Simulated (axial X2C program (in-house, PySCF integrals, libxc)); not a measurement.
**Spin–orbit effects down a group: molecules with Na (ions), HF**

Calculated with an axial X2C code built on PySCF integrals, spin-free (one-electron X2C) or two-component (2c: spin–orbit coupling with atomic mean-field Coulomb and Gaunt terms, which also bring small scalar terms), in Dyall basis sets with cores contracted in-house; open shells are unrestricted.

Basis sets: Na dyall-cv3z, Pb dyall-cv3z, Si dyall-v3z, Sn dyall-cv3z.

```json
{"molecule": "NaSi⁺", "spin-free state": "M_S = 1, Λ = 1", "Re (Å)": "3.200", "ωe (cm⁻¹)": "142.9", "De (eV)": "0.38", "2c state": "Ω = 2", "Re 2c (Å)": "3.200", "ωe 2c (cm⁻¹)": "142.8", "De 2c (eV)": "0.37"}
{"molecule": "NaSn⁺", "spin-free state": "M_S = 1, Λ = 1", "Re (Å)": "3.418", "ωe (cm⁻¹)": "111.2", "De (eV)": "0.50", "2c state": "Ω = 0", "Re 2c (Å)": "3.390", "ωe 2c (cm⁻¹)": "121.3", "De 2c (eV)": "n/a"}
{"molecule": "NaPb⁺", "spin-free state": "M_S = 1, Λ = 1", "Re (Å)": "3.480", "ωe (cm⁻¹)": "104.1", "De (eV)": "0.54", "2c state": "Ω = 0", "Re 2c (Å)": "3.413", "ωe 2c (cm⁻¹)": "102.8", "De 2c (eV)": "0.40"}
```

(1) Work out the shifts from the spin-free to the two-component result.

Fragments in 2c: Si + Na+, Sn + Na+, Pb + Na+. Each entry is the lowest single determinant of a limited PBE0 search at one distance. De goes to single-determinant-based atoms at the same level (for ions the charge split of lowest energy) and is withheld (n/a) where an atom does not fit its ground term or J level. Main or longest-lived isotopes. One determinant is a doubtful description, or other states lie close, for NaSi⁺, NaSn⁺, NaPb⁺; these need not be ground states, and all values refer to the states named. Some open-shell Ω = 0 determinants are out of reach, so the Ω given for NaSi⁺ need not be the lowest component. With several unpaired electrons the Ω given is that of one determinant, not necessarily of the lowest component. Some light 2c atoms are not at their ground J level, so De misses part of their lowering (0.04 eV or less). Where the atoms have a lower orbital projection than the molecule, De at mean-field level may be about a tenth of an eV too small. The lowest determinant changes configuration between the Hamiltonians for NaSn⁺, NaPb⁺, so two states are compared there.

## Answers

(1) 

```
molecule  2c state      ΔRe (Å)   Δωe (cm⁻¹)  ΔDe (eV)
   NaSi⁺     Ω = 2        0.000         -0.1     -0.01
   NaSn⁺     Ω = 0  other state  other state       n/a
   NaPb⁺     Ω = 0  other state  other state       n/a
```

Shifts of one unit in the last digit are rounding.
